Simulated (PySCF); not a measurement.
H₃SbTe, SMILES [SbH2][TeH]. Atoms are numbered in the order given.

```xyz
5

Sb     0.0481     1.3769     0.0000
H     -1.1463     1.5260     1.2143
H     -1.1463     1.5260    -1.2143
Te    -0.0342    -1.3815     0.0000
H      1.6223    -1.4399     0.0000
```

Geometry: PBE0-D3(BJ)/def2-TZVP. The def2 effective core potentials stand for the cores of Sb, Te; spin–orbit coupling is left out.

Calculation: HF/def2-TZVPD (PySCF).

Mulliken values depend strongly on the basis, most of all with diffuse functions as here. ESP charges are fitted to the potential on shells at 1.4 to 2.0 van der Waals radii. Atomic charges (e):

| atom | ESP fit | Mulliken |
|---|---|---|
| Sb1 | [?] | 0.04 |
| H2 | [?] | 0.02 |
| H3 | [?] | 0.02 |
| Te4 | [?] | -0.15 |
| H5 | [?] | 0.07 |

### Question
Complete the blanks. (An estimate is asked for; the answer gives what the named calculation found.)

### Answer

- Sb1, ESP fit: 0.06
- H2, ESP fit: 0.01
- H3, ESP fit: 0.01
- Te4, ESP fit: -0.15
- H5, ESP fit: 0.07
